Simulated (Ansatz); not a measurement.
One change: `C[SiH](F)C#N` becomes `C[SiH](F)CS`.

Ansatz, PBE0-D4/def2-TZVP geometries, multiplicity 1. Each molecule was computed in one conformer, which needn't be the lowest.

```json
{"property": "LUMO energy (B3LYP/def2-TZVPP) / eV", "`C[SiH](F)C#N`": "-1.24"}
{"property": "HOMO–LUMO gap (ωB97M-V/def2-TZVPP) / eV", "`C[SiH](F)C#N`": "12.97"}
{"property": "HOMO–LUMO gap (PBE/def2-TZVPP) / eV", "`C[SiH](F)C#N`": "6.34"}
{"property": "LUMO energy (ωB97M-V/def2-TZVPP) / eV", "`C[SiH](F)C#N`": "1.00"}
{"property": "LUMO energy (PBE0/def2-TZVPP) / eV", "`C[SiH](F)C#N`": "-1.02"}
{"property": "LUMO energy (PBE/def2-TZVPP) / eV", "`C[SiH](F)C#N`": "-1.99"}
```

(1) Give the same properties after the change, and the shifts. (Best estimate.)

## Answers

(1) Computed: 
```csv
property,`C[SiH](F)CS`,shift
LUMO energy (B3LYP/def2-TZVPP) / eV,0.18,1.42
HOMO–LUMO gap (ωB97M-V/def2-TZVPP) / eV,11.29,-1.68
HOMO–LUMO gap (PBE/def2-TZVPP) / eV,5.08,-1.26
LUMO energy (ωB97M-V/def2-TZVPP) / eV,2.22,1.22
LUMO energy (PBE0/def2-TZVPP) / eV,0.43,1.45
LUMO energy (PBE/def2-TZVPP) / eV,-0.53,1.46
```

With PBE0 the HOMO rises by 2.86 eV and the LUMO rises by 1.45 eV, so the gap narrows by about 1.41 eV. PBE moves the HOMO by 2.72 eV and ωB97M-V by 2.90 eV.

B3LYP here is the variant with VWN-RPA as its local correlation; programs differ in this.
